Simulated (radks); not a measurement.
Q: Co3+, 24 electrons, occupied as [Ar] 3d6. Calculated with a radial shooting solver on a logarithmic mesh with Libxc functionals: scalar-relativistic Kohn-Sham, PBE, spin-unpolarised, spherical densities, finite nucleus; Fermi nuclear charge, rms radius 3.7875 fm. Some entries of the table are withheld. Estimate them.

orbital  occ.  eigenvalue (Ry)  <r^2> (bohr^2)
1s          2        -560.9590        0.004247
2s          2        -68.96400         0.07703
2p          6              (1)         0.06215
3s          2        -10.34471             (2)
3p          6              (3)          0.7621
3d          6         -3.31965             (4)

A: 
(1) 2p eigenvalue (Ry): -59.47753
(2) 3s <r^2> (bohr^2): 0.6803
(3) 3p eigenvalue (Ry): -7.62639
(4) 3d <r^2> (bohr^2): 1.117
